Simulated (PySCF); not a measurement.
Static response to an electric field

Species: C2H8FPSi2.
Structure used (GFN2-xTB), in Å, numbered top down from 1:
```
atom  x, y, z in Å
F1     0.4649   -0.7881    1.3865
C2     0.9833   -0.2238    0.2547
Si3    2.8193    0.2165    0.4274
C4     0.1642   -0.0639   -0.7778
Si5   -1.6600   -0.5413   -0.7633
P6    -2.7781    1.1753    0.1574
H7     3.5566   -1.0219    0.6787
H8     2.9593    1.1345    1.5573
H9     3.2268    0.8376   -0.8309
H10    0.5868    0.3861   -1.6622
H11   -1.8373   -1.8091   -0.0490
H12   -2.1241   -0.6737   -2.1492
H13   -3.9660    0.4771    0.2911
H14   -2.3964    0.8941    1.4570
```

Level: B3LYP/def2-SVPD (PySCF), static field, nuclei fixed, core orbitals frozen in the response. The polarisability tensor in these axes (au):

```
x   137.54  -5.97   7.90
y    -5.97  95.43   3.47
z     7.90   3.47  97.31
```

Q: Diagonalise the tensor; give its mean and Δα, where Δα² is half the sum of the squared differences of the eigenvalues.

A: Principal values 90.79, 99.83 and 139.66 au; mean 110.09 au = 16.31 Å³ = 18.15 × 10⁻⁴⁰ C²·m²/J; Δα = 45.04 au (41 % of the mean).

Q: What is the dipole moment, and where does it point?

A: (1.00, 0.03, -0.76) D, 1.26 D in size, pointing from the negative to the positive side. Measured along this direction, the outermost atoms are H13 at the negative end and H9 at the positive end.

Q: How large is μ²/3kT at 400 K beside α?

A: In Gaussian units μ²/3kT = 9.51 Å³ against 16.31 Å³, a ratio of 0.58; the Debye molar polarisation (4π/3)N_A(α + μ²/3kT) is 65.2 cm³/mol, leaving out the vibrational part.

Q: Rayleigh depolarisation ratio (linearly polarised light, static tensor)?

A: ρ = 3Δα²/(45ᾱ² + 4Δα²) = 6084.6/(545414 + 8112.7) = 0.011.

Q: What would n − 1 = 2πNα be for an ideal gas of these molecules at 500 K and 1 atm, electronic part alone?

A: N = p/kT = 1.4678 × 10¹⁹ cm⁻³, so n − 1 = 2π × N × 16.31 × 10⁻²⁴ cm³ = 1505 × 10⁻⁶ at long wavelengths.

One conformer (not necessarily the lowest) at the GFN2-xTB geometry, without solvent, vibrations or thermal averaging.
